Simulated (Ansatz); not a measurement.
Problem. Name a neutral molecule of Al, C, O and H with LUMO energy (B3LYP/def2-TZVPP) between -0.45 and -0.15 eV and LUMO energy (PBE0/def2-TZVPP) between -0.25 and 0.05 eV (Ansatz, PBE0-D4/def2-TZVP geometry).

Solution. `CC[O][Al]([O]CC)[O]CC` (-0.29 eV, -0.01 eV); `C[O][AlH][O]C` (-0.27 eV, -0.04 eV); `C[O][Al]([CH3])[OH]` (-0.28 eV, 0.03 eV); `C[CH2][Al]([OH])[OH]` (-0.39 eV, -0.06 eV); `C[O][Al]([O]C(C)C)[O]C(C)C` (-0.34 eV, -0.06 eV). Other molecules can fit too; these were computed, each in one conformer that needn't be the lowest.

B3LYP here is the variant with VWN-RPA as its local correlation; programs differ in this.
